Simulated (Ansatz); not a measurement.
Bond stretch in H3ClGe, SMILES [Cl][GeH3]. The Ge1–H5 bond (Ge1 also carries Cl, H, H; H5 carries nothing else) is varied alone, starting from the PBE0/def2-TZVP optimised geometry.

Levels: UMP2 = MP2 on UHF/cc-pVTZ, cores with 3d frozen (Ansatz, an electronic-structure program); UCCSD(T) = CCSD(T) on UHF/cc-pVTZ, cores with 3d frozen (Ansatz); UKS-PBE = unrestricted PBE/cc-pVTZ run with Ansatz.

Energies are in eV, each relative to the lowest point of its own curve near equilibrium.

```json
[
 {"R / Å": "1.21", "UMP2": "1.545", "UCCSD(T)": "1.572", "UKS-PBE": "1.511"},
 {"R / Å": "1.28", "UMP2": "0.840", "UCCSD(T)": "0.863", "UKS-PBE": "0.832"},
 {"R / Å": "1.39", "UMP2": "0.222", "UCCSD(T)": "0.236", "UKS-PBE": "0.232"},
 {"R / Å": "1.43", "UMP2": "0.107", "UCCSD(T)": "0.118", "UKS-PBE": "0.117"},
 {"R / Å": "1.49", "UMP2": "0.016", "UCCSD(T)": "0.021", "UKS-PBE": "0.022"},
 {"R / Å": "1.53", "UMP2": "0.000", "UCCSD(T)": "0.000", "UKS-PBE": "0.000"},
 {"R / Å": "1.56", "UMP2": "?", "UCCSD(T)": "?", "UKS-PBE": "0.002"},
 {"R / Å": "1.60", "UMP2": "?", "UCCSD(T)": "?", "UKS-PBE": "0.024"},
 {"R / Å": "1.68", "UMP2": "0.165", "UCCSD(T)": "0.143", "UKS-PBE": "0.126"},
 {"R / Å": "1.76", "UMP2": "0.350", "UCCSD(T)": "0.314", "UKS-PBE": "0.282"},
 {"R / Å": "1.93", "UMP2": "0.859", "UCCSD(T)": "0.785", "UKS-PBE": "0.718"},
 {"R / Å": "2.04", "UMP2": "1.229", "UCCSD(T)": "1.124", "UKS-PBE": "1.035"},
 {"R / Å": "2.30", "UMP2": "?", "UCCSD(T)": "1.922", "UKS-PBE": "1.787"},
 {"R / Å": "2.58", "UMP2": "?", "UCCSD(T)": "2.664", "UKS-PBE": "2.512"},
 {"R / Å": "2.75", "UMP2": "3.330", "UCCSD(T)": "3.026", "UKS-PBE": "2.891"},
 {"R / Å": "3.03", "UMP2": "3.525", "UCCSD(T)": "3.453", "UKS-PBE": "3.281"},
 {"R / Å": "3.35", "UMP2": "3.619", "UCCSD(T)": "3.677", "UKS-PBE": "3.478"},
 {"R / Å": "3.79", "UMP2": "3.665", "UCCSD(T)": "3.764", "UKS-PBE": "3.570"},
 {"R / Å": "4.18", "UMP2": "3.678", "UCCSD(T)": "3.782", "UKS-PBE": "3.595"},
 {"R / Å": "4.62", "UMP2": "3.683", "UCCSD(T)": "3.789", "UKS-PBE": "3.604"},
 {"R / Å": "5.36", "UMP2": "3.686", "UCCSD(T)": "3.792", "UKS-PBE": "3.608"}
]
```

**Question.** What belongs in the gaps?

**Answer.** 
- 1.56, UMP2: 0.007
- 1.56, UCCSD(T): 0.004
- 1.60, UMP2: 0.040
- 1.60, UCCSD(T): 0.030
- 2.30, UMP2: 2.362
- 2.58, UMP2: 3.106

The unrestricted determinant behind UMP2, UCCSD(T) is spin-contaminated at 2.30 to 5.36 Å (<S²> up to 1.0, against 0.00 for a pure singlet). The unrestricted determinant behind UKS-PBE is spin-contaminated at 2.75 to 5.36 Å (<S²> up to 1.0, against 0.00 for a pure singlet).
